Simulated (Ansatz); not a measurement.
Reactions of C7H10F3GaO2, SMILES `CC1=CC(C(F)(F)F)=[O+][Ga-]([CH3])([CH3])[O]1`.

Calculated with Ansatz (gas phase, PBE0-D4/def2-TZVP geometries, no zero-point term in ΔE). CCSD(T)/CBS adds triple-zeta CCSD(T) − MP2 to the extrapolated MP2 energy (def2 sets, frozen cores). DFT in def2-TZVPP. Elements past krypton have def2 core potentials. For Ga, In, Se, Ti outer-core shells are correlated without core-valence functions, which leaves a few kJ/mol of doubt a bond. Scalar relativity is left out up to krypton. One conformer a species, not always the lowest.

| reaction | CCSD(T)/CBS(def2) (kcal/mol) |
| --- | --- |
| `CC1=CC(C(F)(F)F)=[O+][Ga-]([CH3])([CH3])[O]1` + `[F][Ti]([F])([F])[SeH]` → `[CH3][Ga]([CH3])[SeH]` + `CC1=CC(C(F)(F)F)=[O+][Ti-]([F])([F])([F])[O]1` | -7.3 |
| `CC1=CC(C(F)(F)F)=[O+][Ga-]([CH3])([CH3])[O]1` + `[CH3][In]([CH3])[NH2]` → `[CH3][Ga]([CH3])[NH2]` + `CC1=CC(C(F)(F)F)=[O+][In-]([CH3])([CH3])[O]1` | -5.5 |
| `CC1=CC(C(F)(F)F)=[O+][Ga-]([CH3])([CH3])[O]1` + `[CH3][Ti]([F])([F])[F]` → `[CH3][Ga]([CH3])[F]` + `CC1=CC(C(F)(F)F)=[O+][Ti-]([CH3])([F])([F])[O]1` | 11.9 |
| `CC1=CC(C(F)(F)F)=[O+][Ga-]([CH3])([CH3])[O]1` + `[OH][Ti]([F])([Cl])[Cl]` → `CC1=CC(C(F)(F)F)=[O+][Ti-]([F])([Cl])([Cl])[O]1` + `[CH3][Ga]([CH3])[OH]` | ? |

Fill in the missing values. (Estimate.)

The calculation gave: `CC1=CC(C(F)(F)F)=[O+][Ga-]([CH3])([CH3])[O]1` + `[OH][Ti]([F])([Cl])[Cl]` → `CC1=CC(C(F)(F)F)=[O+][Ti-]([F])([Cl])([Cl])[O]1` + `[CH3][Ga]([CH3])[OH]`: +15.1 kcal/mol.

Largest T1 diagnostic: 0.024, for `[OH][Ti]([F])([Cl])[Cl]`.
